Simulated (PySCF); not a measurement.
Electron correlation in F⁻ (fluorine, charge -1)

[Ne], closed-shell 1S. All numbers are calculated (PySCF 2.14, the spin-free X2C one-electron Hamiltonian (Gaussian nucleus), in x2c-QZVPPall with one added diffuse shell each of s, p, d, f type (8s5p4d3f1g, 73 functions)). Frozen: 1s2; 8 electrons correlated.

| level | correlation energy (mhartree) |
| --- | --- |
| CCSD | -305.35 |
| (T) | -11.15 |
| CCSD(T) | -316.50 |

Diagnostics: T1 = 0.020, D1 = 0.0328, largest double amplitude 0.032.

Q: Is a single reference adequate?

A: Yes: T1 lies below 0.03 and no double amplitude reaches 0.07.
